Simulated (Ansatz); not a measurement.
## A relaxation, step by step

ZnH₃ClF₂, singlet, PBE0-D4/def2-TZVP (Ansatz 0.2.0). Settings:

```yaml
hamiltonian: {xc: pbe0, dispersion: d4}
relax: {f_tol: 0.005, max_steps: 200}
```

Start, a step off a saddle point along its unstable mode:

Zn1  (-0.867, -0.101, -0.589)
H2  (0.940, -0.222, -0.879)
Cl3  (-2.386, -0.370, -2.050)
H4  (0.561, 0.282, 1.373)
F5  (-0.799, 0.274, 1.139)
H6  (1.114, -0.106, -0.319)
F7  (1.436, 0.243, 1.325)
(Å)

```
              step  energy less the last (meV)  largest force component (eV/Å)
                 1                      1391.1                           9.716
                 2                       206.0                           1.562
                 3                        67.7                           0.373
                 4                        32.5                           0.548
                 5                         9.0                           0.175
6 (rejected trial)                        11.0                           0.412
                 7                         3.2                           0.047
                 8                         0.5                           0.052
                 9                         0.2                           0.026
                10                         0.0                           0.005
                11                         0.0                           0.005
```

Step 2, positions (Å) and forces (eV/Å):

```csv
atom,x,y,z,Fx,Fy,Fz
Zn1,-0.960,-0.090,-0.553,-0.729,-0.034,-0.265
H2,0.891,-0.258,-1.051,-0.284,-0.332,-1.562
Cl3,-2.334,-0.389,-2.128,0.349,0.006,0.079
H4,0.579,0.306,1.487,-0.708,0.099,0.349
F5,-0.823,0.288,1.196,-0.215,0.050,0.196
H6,1.127,-0.118,-0.372,0.470,0.256,1.244
F7,1.520,0.261,1.420,1.116,-0.045,-0.040
```

Step 8, positions (Å) and forces (eV/Å):

```csv
atom,x,y,z,Fx,Fy,Fz
Zn1,-1.246,-0.051,-0.394,0.001,0.011,-0.007
H2,0.825,-0.299,-1.262,-0.009,-0.013,-0.050
Cl3,-2.103,-0.422,-2.256,0.004,-0.002,0.019
H4,0.678,0.340,1.651,0.044,-0.005,-0.012
F5,-0.885,0.316,1.307,0.011,-0.009,-0.011
H6,1.116,-0.165,-0.576,0.001,0.010,0.039
F7,1.613,0.282,1.531,-0.052,0.006,0.023
```

Step 10, positions (Å) and forces (eV/Å):

```json
{"atom": "Zn1", "x": "-1.247", "y": "-0.047", "z": "-0.402", "Fx": "0.001", "Fy": "0.000", "Fz": "0.000"}
{"atom": "H2", "x": "0.831", "y": "-0.304", "z": "-1.273", "Fx": "0.000", "Fy": "0.000", "Fz": "0.004"}
{"atom": "Cl3", "x": "-2.115", "y": "-0.425", "z": "-2.256", "Fx": "0.000", "Fy": "0.000", "Fz": "0.001"}
{"atom": "H4", "x": "0.681", "y": "0.338", "z": "1.657", "Fx": "0.000", "Fy": "0.005", "Fz": "0.003"}
{"atom": "F5", "x": "-0.875", "y": "0.312", "z": "1.297", "Fx": "-0.001", "Fy": "-0.003", "Fz": "-0.002"}
{"atom": "H6", "x": "1.106", "y": "-0.163", "z": "-0.580", "Fx": "0.000", "Fy": "0.000", "Fz": "-0.004"}
{"atom": "F7", "x": "1.618", "y": "0.288", "z": "1.558", "Fx": "-0.001", "Fy": "-0.004", "Fz": "-0.002"}
```

Last step (11):

Zn1  (-1.246, -0.047, -0.402)
H2  (0.828, -0.305, -1.273)
Cl3  (-2.112, -0.424, -2.256)
H4  (0.681, 0.341, 1.658)
F5  (-0.875, 0.311, 1.298)
H6  (1.107, -0.163, -0.581)
F7  (1.618, 0.287, 1.556)
(Å)

Hardware: 8 CPU threads of an Intel Xeon Platinum 8488C, shared host. Wall time about 11 s.
